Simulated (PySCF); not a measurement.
# Pt: excitation energy

Pt [Xe] 4f14 5d9 6s1 (3D) → Pt [Xe] 4f14 5d8 6s1 6p1 (high-spin determinant), as a difference of total energies. Calculation: PySCF 2.14, in def2-TZVPPD with the def2 core potential (60 electrons) (6s5p3d2f1g, 59 functions); a scalar-relativistic core potential. Correlated levels: valence and next inner shell: nothing frozen outside the core potential. The calculations carry no spin-orbit coupling.

| method | excitation energy (cm⁻¹) |
| --- | --- |
| UHF | 26206 |
| MP2 (valence and next inner shell) | 40463 |
| SCS-MP2 (valence and next inner shell) | 39981 |
| CCSD (valence and next inner shell) | 37071 |
| CCSD(T) (valence and next inner shell) | 37801 |

The determinant of the upper state mixes LS terms, which raises its energy above the lowest term, most at the Hartree-Fock and MP2 levels.
